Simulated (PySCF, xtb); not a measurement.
Se(SH)(GeH3) (GeH4SSe), SMILES S[Se][GeH3]. Other conformers were not sampled.

Harmonic wavenumbers (cm⁻¹) from GFN2-xTB (xtb) at its own minimum, in rising order: 75, 86, 181, 256, 381, 451, 457, 726, 754, 807, 840, 1919, 2008, 2043, 2366.

**Question.** What does PBE-D3(BJ)/def2-SVP run with PySCF give at its own minimum? (An estimate is asked for; the answer gives what the named calculation found.)

**Answer.** 97, 118, 262, 270, 375, 503, 518, 777, 789, 829, 847, 2064, 2086, 2095, 2571. Paired by order, the mean absolute difference is 57 cm⁻¹ and the zero-point energies are 19.1 and 20.3 kcal/mol.
